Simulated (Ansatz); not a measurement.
## Worked example: the step energy

An elementary step of BSiH5Cl2, closed shell (BHCl₂ ([Cl][BH][Cl]) + SiH₄ → BSiH₃Cl₂ ([SiH3][B]([Cl])[Cl]) + H₂; B–H, H–Si broken or loosened, B–Si, H–H formed or tightened). “Start” and “end” are the PBE0-D4/def2-TZVP structures reached by relaxing down either side of its saddle point, with the molecules still in contact.

Program: Ansatz 0.2.0. Basis: def2-TZVPP and def2-QZVPP. Cores are frozen in the correlated methods.

Energies in eV:

| quantity | end | start |
| --- | --- | --- |
| Hartree–Fock, triple zeta (X = 3) | -33622.56985 | -33623.25886 |
| Hartree–Fock, quadruple zeta (X = 4) | -33623.54217 | -33624.23129 |
| MP2 correlation, X = 3 | -17.24931 | -16.99712 |
| MP2 correlation, X = 4 | -18.77503 | -18.49850 |
| CCSD(T) correlation, X = 3 | -19.79164 | -19.54866 |

Task: Work out the step energy at the basis limit: extrapolate Hartree–Fock as E(X) = E∞ + A exp(−7.88 √X) and the MP2 correlation as E(X) = E∞ + B X^−2.97 (the exponents that Neese and Valeev fitted for def2-TZVPP and QZVPP), then add CCSD(T) − MP2 in triple zeta.

Result: Each step is linear, so take the differences first (end − start): Hartree–Fock 0.68901 (X = 3) and 0.68912 (X = 4); MP2 correlation -0.25219 and -0.27653; CCSD(T) correlation -0.24298.
Two points give E∞ = E(4) + w [E(4) − E(3)], with w = 1/(exp(7.88 (2 − √3)) − 1) = 0.1377 for Hartree–Fock and w = 1/((4/3)^2.97 − 1) = 0.7407 for the correlation.
Hartree–Fock: 0.68912 + 0.1377 × 0.00011 = 0.6891 eV.
MP2 correlation: -0.27653 + 0.7407 × (-0.02434) = -0.2946 eV.
CCSD(T) − MP2: -0.24298 − (-0.25219) = 0.0092 eV.
Sum: 0.6891 + (-0.2946) + 0.0092 = 0.4037 eV, or 9.31 kcal/mol. Plain CCSD(T) in triple zeta gives 0.4460 eV, so the larger basis shifts the result by -0.0423 eV.

No T1 diagnostic of these runs exceeds 0.013.

Labels in which every atom is bracketed show which atoms are joined, not bond orders.

For scale, one of the runs: CCSD(T)/def2-TZVPP, 227 basis functions, launched by `ansatz run in.yaml --threads 4 --pin off --events-out ev --progress --plain --max-ram 9574MiB`. Time: 66 s of wall clock on 4 CPU threads of an Arm Neoverse V1; the host was shared. Peak host memory: 3.4 GiB.
